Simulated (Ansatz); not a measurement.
Reactions of ClH$_{8}$NSi$_{3}$, SMILES `[SiH3][SiH2]N[SiH2]Cl`.

Calculated with Ansatz (gas phase, PBE0-D4/def2-TZVP geometries, no zero-point term in ΔE). CBS: MP2 limit from def2 TZ/QZ plus the TZ coupled-cluster correction, frozen cores. This one scheme is used for every species. DFT in def2-TZVPP. B3LYP here is the variant with VWN-RPA as its local correlation; programs differ in this. For Ge outer-core shells are correlated without core-valence functions, which leaves a few kJ/mol of doubt a bond. Scalar relativity is left out up to krypton. Each species was taken in one conformer, which may not be the lowest.

| reaction | CCSD(T)/CBS(def2) (kJ/mol) |
| --- | --- |
| `[SiH3][SiH2]N[SiH2]Cl` + `[NH2][AlH2]` → `[AlH2][NH][SiH2]Cl` + `N[SiH2][SiH3]` | 4 |
| `[SiH3][SiH2]N[SiH2]Cl` + `[SH][GeH2][Cl]` → `Cl[SiH2][S][GeH2][Cl]` + `N[SiH2][SiH3]` | 6 |
| `[SiH3][SiH2]N[SiH2]Cl` + H–F → `F[SiH2]N[SiH2][SiH3]` + HCl | ? |
| `[SiH3][SiH2]N[SiH2]Cl` → `N[SiH2][SiH3]` + `[SiH]Cl` | 271 |
| `[SiH3][SiH2]N[SiH2]Cl` + H₂ → `[SiH3]N[SiH2]Cl` + SiH₄ | -22 |

Question: Fill in the missing values. (Estimate.)

Answer: Computed: `[SiH3][SiH2]N[SiH2]Cl` + H–F → `F[SiH2]N[SiH2][SiH3]` + HCl: -40.7 kJ/mol.

Largest T1 diagnostic: 0.013, for `[SiH]Cl`.
